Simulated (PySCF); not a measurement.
Coordinates in bohr (charge 0 multiplicity 2):
```
Si    0.0000    0.0000    1.0147
Cl    3.6412    0.0000   -0.2704
Cl   -1.8205    3.1534   -0.2704
Cl   -1.8206   -3.1533   -0.2704
```

Computed with PySCF, UPBE0, basis Si def2-TZVP, Cl def2-TZVP (no relativity, density fitting).

This geometry of SiCl3 is a stationary point at this level.

Problem. What is the point group?

Solution. C3v.

Problem. Is it a minimum?

Solution. Yes: all harmonic wavenumbers are real.

Problem. What are the dipole moment and the gap between the highest occupied and lowest empty levels of either spin?

Solution. 0.54 D and 3.66 eV.

Problem. Give the ideal-gas entropy at 298.15 K and 1 bar by parts.

Solution. translation 169.8, rotation 108.4, vibration 35.5, spin 5.8; total 319.5 J/(mol K).

This need not be the most stable arrangement of these atoms.
